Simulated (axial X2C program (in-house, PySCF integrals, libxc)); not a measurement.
## Photoelectron levels of HI by EOM-IP-CCSD

Computed with an in-house all-electron X2C program for linear molecules (integrals from PySCF): two-component X2C with atomic mean-field Coulomb and Gaunt terms, Gaussian nuclei, basis I dyall-cv3z, H dyall-v3z with contracted cores.

R = 1.616 Å (near the PBE0 minimum at charge 0 of the determinant lowest at the starting distance; the state shown can have its own minimum elsewhere).

Hartree–Fock spinors of HI (one of each Kramers pair; a window near the gap, which can cut inner shells):

```csv
ω,occupied,ε (eV),character
1/2,yes,-24.87,"74% I s, 20% H s, 5% H p"
1/2,yes,-14.48,"56% I p, 31% H s, 9% I s"
1/2,yes,-10.88,"96% I p, 3% H p"
3/2,yes,-10.16,"97% I p, 3% H p"
1/2,no,1.88,"51% H s, 18% I p, 15% H p"
1/2,no,4.08,"55% H s, 23% I p, 18% I d"
1/2,no,6.41,"65% I p, 28% I s, 3% I d"
1/2,no,6.76,"86% I p, 11% I s"
3/2,no,6.92,100% I p
1/2,no,9.30,"80% I d, 18% H p"
```

Vertical ionisation energies of HI to the states of HI⁺:

```
Ω of HI⁺  vertical IE (eV)  above lowest (cm⁻¹)               ionised spinor  one-hole weight
     3/2            10.243                    0                     97% I pπ             0.96
     1/2            10.889                 5206                     95% I pπ             0.96
     1/2            14.323                32911  55% I pσ, 31% H sσ, 9% I sσ             0.95
```

Question: How far does the lowest EOM-IP-CCSD energy lie from the Koopmans value −ε of the highest filled spinor?

Answer: 10.243 eV against 10.16 eV, a shift of 0.08 eV: relaxation of the final state lowers the energy and the loss of correlation raises it.

Question: Take the first Ω = 1/2 and Ω = 3/2 rows of π character: how far apart are they, and which lies lower?

Answer: E(3/2) − E(1/2) = 0 − 5206 = -5206 cm⁻¹ at EOM-IP-CCSD: inverted, Ω = 3/2 lower. Splittings at this level can be off by ten to twenty per cent.

This point took 1.9 s on 1 thread of Arm Neoverse V1, with other jobs on the host.

Reference electrons by ω block (each with its −ω partner): 1/2: 17, 3/2: 8, 5/2: 2. 8 electrons of HI correlated (inner shells frozen), 86 natural virtual spinors (a truncated set); levels can be off by some tenths of an eV. Roots sought by Ω: (1/2: 4, 3/2: 3, 5/2: 1); the list ends where they run out and leaves out roots under 60 % one-particle weight. The solver can skip a root, and states that need a further excitation, which the method places far too high, are missing though they may lie low or lowest. T1 of the reference 0.007 (Lee–Taylor). Number of frozen shells: I 4 s, 3 p, 2 d; H none.
